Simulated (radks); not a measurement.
Problem. Successive ionisation energies (eV) of one element, from differences of total energies of ions in their ground configurations, starting at charge 0: 6.461, 12.101, 26.328, 45.930, 80.610, 96.589, 113.08, 130.05, 147.43, 165.21, 185.80, 215.74, 264.24, 285.46, 297.14, 331.66, 367.57, 404.80, 443.33, 483.12, 524.12, 566.32. All-electron calculation, Dirac Kohn-Sham, PBE, spin-unpolarised, spherical densities, point nucleus; open shells are shared between the two j in proportion to 2j + 1. Program: a radial shooting solver on a logarithmic mesh with Libxc functionals. Which element is it?

Solution. Thulium (Z = 69). The first species listed is Tm in [Xe] 4f13 6s2, the last Tm21+ in [Kr] 4d10 4f2.
